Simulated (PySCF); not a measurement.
Vertical excitations of a molecule C₆H₄N₂ from TDA-PBE/def2-SVPD run with PySCF, as energy in eV (oscillator strength): 3.40 (0.000), 3.72 (0.005), 4.62 (0.020), 4.79 (0.002), 4.88 (0.000), 5.03 (0.220), 5.05 (0.000), 5.13 (0.000), 5.74 (0.210), 6.12 (0.008). Lowest triplet (TDA): 3.24 eV. Geometry optimised at PBE0-D3(BJ)/def2-SVP. One conformer was computed; it need not be the lowest.

Q: Which molecule gave these data?
A. C#Cc1ncccn1
B. C#Cc1cncnc1
C. C#Cc1cnccn1
D. N#Cc1ccccn1

A: B, C#Cc1cncnc1
